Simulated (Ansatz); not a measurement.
CoO₃F₃H₆⁻ (relaxed from a model of mer-[CoF3(H2O)3]-, whose bonding it doesn't keep). The state is a doublet with charge -1. Geometry r2SCAN-D4/def2-SVPD; atoms count from 1.

```xyz
13

Co   -0.1321   -0.5659    0.3815
F     0.7856    1.0622    0.9337
F    -0.5596   -0.2114   -1.5181
F    -0.7744   -2.1733    1.0748
O     0.6223    2.2642   -1.5887
H     0.7866    2.1192   -0.6402
H     0.1773    1.4208   -1.8072
O     1.9331   -1.1034    0.6074
H     1.8877   -1.6271    1.4170
H     1.9263   -0.1451    0.8819
O    -2.2483   -0.0443    0.3426
H    -2.4173   -0.9826    0.5295
H    -1.9872   -0.0132   -0.6143
```

The charge -1 doublet is spin-contaminated (final ⟨S²⟩ up to 1.61, 0.75 for a pure state). In the doublet geometry the species has come apart into loosely held pieces. The name describes the quartet; other states may take another shape. At PBE0-D4/def2-TZVPD a quartet of charge -1 lies 1.11 eV below the doublet, each at its own geometry.

**Question.** Estimate the Mulliken populations from the PBE0/def2-TZVPD orbitals of Ansatz.

**Answer.** 
| atom | charge (e) | spin (α − β) | d electrons |
| --- | --- | --- | --- |
| Co1 | 1.10 | 0.97 | 7.26 |
| F2 | -0.83 | 0.03 | – |
| F3 | -0.82 | 0.04 | – |
| F4 | -0.85 | -0.05 | – |
| O5 | -0.73 | 0.00 | – |
| H6 | 0.34 | 0.00 | – |
| H7 | 0.37 | 0.00 | – |
| O8 | -0.64 | 0.01 | – |
| H9 | 0.33 | 0.00 | – |
| H10 | 0.50 | 0.00 | – |
| O11 | -0.65 | 0.01 | – |
| H12 | 0.39 | 0.00 | – |
| H13 | 0.48 | 0.00 | – |
Mulliken values depend strongly on the basis. With diffuse functions, as here, like atoms can get unlike values, and bond orders can come out too low or too high.

**Question.** Where does the spin sit?

**Answer.** Summed by element: Co 0.97, F 0.01, O 0.02, H -0.01, of 1 unpaired in all. Largest on single atoms: Co1 0.97, F4 -0.05, F3 0.04.

**Question.** And the Mayer bond orders between heavy atoms (over 0.3)?

**Answer.** Co1–F4 0.34 (1.86 Å).
